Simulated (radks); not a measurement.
Coulomb parameter of the 3d shell of the manganese ion Mn2+ in the model configuration [Ar] 3d4 4s1, as a second difference U = [E(n + 0.5) + E(n - 0.5) - 2 E(n)] / (0.5)^2 with all orbitals relaxed. "Bare": the charge of the atom changes with n. "Screened": the 4s shell takes up the change at fixed total charge, which measures U(3d,3d) + U(4s,4s) - 2 U(3d,4s). Method: scalar-relativistic Kohn-Sham, LDA (Slater exchange, Perdew-Wang correlation), spin-unpolarised, spherical densities, finite nucleus; Fermi nuclear charge, rms radius 3.7057 fm; computed with a radial shooting solver on a logarithmic mesh with Libxc functionals.

case              configuration  E - E(n) (eV)
start              [Ar] 3d4 4s1          0.000
bare +0.5        [Ar] 3d4.5 4s1        -13.216
bare -0.5        [Ar] 3d3.5 4s1         17.424
screened +0.5  [Ar] 3d4.5 4s0.5         -3.815
screened -0.5  [Ar] 3d3.5 4s1.5          4.845

U(bare) = 16.831 eV, U(screened by 4s) = 4.117 eV, against the Slater integral F0(3d,3d) = 23.516 eV with frozen orbitals.
